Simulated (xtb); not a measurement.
F₄Ti, singlet, at a GFN2-xTB geometry of the parent state (such geometries of metal compounds can be far from the true shape) (the multiplicity is a formal guess); xtb with GFN0-xTB.

The xtb input:
```
$ xtb mol.xyz --gfn 0 --chrg 0 --uhf 0 --json

# file mol.xyz
5

Ti    -0.00000000    -0.00000000    -0.00000000
F      1.25633748     0.24806843    -1.23212847
F      1.13924286    -0.58019840     1.23432488
F     -1.27182203    -0.37572621    -1.18294586
F     -1.12375831     0.70785618     1.18074945
```

Output, abridged:

```
   ID    Z sym.   atoms
    1   22 Ti     1
    2    9 F      2-5

           -------------------------------------------------
          |                Calculation Setup                |
           -------------------------------------------------

           -------------------------------------------------
          |                 G F N 0 - x T B                 |
           -------------------------------------------------

          ...................................................
          :                      SETUP                      :
          :.................................................:
          :  # basis functions                  26          :
          :  # atomic orbitals                  25          :
          :  # shells                           11          :
          :  # electrons                        32          :
          :  electronic temp.          300.0000000     K    :
          :  accuracy                    1.0000000          :
          :  -> integral cutoff          0.2500000E+02      :
          :  -> integral neglect         0.1000000E-07      :
          ...................................................

         :::::::::::::::::::::::::::::::::::::::::::::::::::::
         ::                     SUMMARY                     ::
         :::::::::::::::::::::::::::::::::::::::::::::::::::::
         :: total energy             -17.492910965629 Eh    ::
         :: gradient norm              0.009109763176 Eh/a0 ::
         :: HOMO-LUMO gap              4.101482079838 eV    ::
         ::.................................................::
         :: H0 energy                -17.198467099994 Eh    ::
         :: repulsion energy           0.039449817965 Eh    ::
         :: electrostat energy        -0.332982478451 Eh    ::
         :: -> Gsolv                   0.000000000000 Eh    ::
         ::    -> Gsasa                0.000000000000 Eh    ::
         ::    -> Gshift               0.000000000000 Eh    ::
         :: dispersion energy         -0.000911205149 Eh    ::
         :: short-range corr.          0.000000000000 Eh    ::
         :: add. restraining           0.000000000000 Eh    ::
         :: total charge              -0.000000000000 e     ::
         :::::::::::::::::::::::::::::::::::::::::::::::::::::

           -------------------------------------------------
          |                Property Printout                |
[...]
        17                         -0.2886599              -7.8548 (LUMO)
        18                         -0.2683419              -7.3020
        19                         -0.2677223              -7.2851
        20                         -0.2677223              -7.2851
        21                         -0.0856351              -2.3302
        22                          0.3165762               8.6145
        23                          0.6031338              16.4121
        24                          0.6031338              16.4121
        25                          0.6961169              18.9423
      -------------------------------------------------------------
                  HL-Gap            0.1507267 Eh            4.1015 eV
             Fermi-level            0.0000000 Eh            0.0000 eV

     #   Z          covCN         q      C6AA      α(0)
     1  22 Ti       2.655     1.272   198.444    31.285
     2   9 F        0.664    -0.318    12.597     4.091
     3   9 F        0.664    -0.318    12.597     4.091
     4   9 F        0.664    -0.318    12.597     4.091
     5   9 F        0.664    -0.318    12.597     4.091

 Mol. C6AA /au·bohr⁶  :        737.571759
 Mol. C8AA /au·bohr⁸  :      42195.286736
 Mol. α(0) /au        :         47.647450

Wiberg/Mayer (AO) data.
largest (>0.10) Wiberg bond orders for each atom

 ---------------------------------------------------------------------------
     #   Z sym  total        # sym  WBO       # sym  WBO       # sym  WBO
 ---------------------------------------------------------------------------
     1  22 Ti   2.865 --     4 F    0.716     5 F    0.716     2 F    0.716
                             3 F    0.716
     2   9 F    0.731 --     1 Ti   0.716
     3   9 F    0.731 --     1 Ti   0.716
     4   9 F    0.731 --     1 Ti   0.716
     5   9 F    0.731 --     1 Ti   0.716
 ---------------------------------------------------------------------------

Topologies differ in total number of bonds
Writing topology from bond orders to xtbtopo.mol

 dipole moment from electron density (au)
     X       Y       Z
  -0.0000   0.0000  -0.0000  total (Debye):    0.000

           -------------------------------------------------
          | TOTAL ENERGY              -17.492910965629 Eh   |
          | GRADIENT NORM               0.009109763176 Eh/α |
          | HOMO-LUMO GAP               4.101482079838 eV   |
           -------------------------------------------------

normal termination of xtb
```
